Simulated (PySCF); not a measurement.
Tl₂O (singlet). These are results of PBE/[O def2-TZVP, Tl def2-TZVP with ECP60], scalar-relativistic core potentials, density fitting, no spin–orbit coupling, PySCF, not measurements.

Harmonic bands of its minimum:

| ω (cm⁻¹) | IR (km/mol, summed over degenerate members) | degeneracy |
| --- | --- | --- |
| 43 | 18.5 | 2 |
| 136 | 0.0 | 1 |
| 641 | 650 | 1 |

The central atom is O. Infer the point group and assign the bands.

D∞h. The modes span πu + σg+ + σu+: 43 πu, 136 σg+, 641 σu+. The computed geometry has O–Tl 2.124 Å (×2); Tl–O–Tl 180.0°.

Other isomers or separated fragments may lie lower. No spin–orbit coupling is included, which matters more the heavier the element.
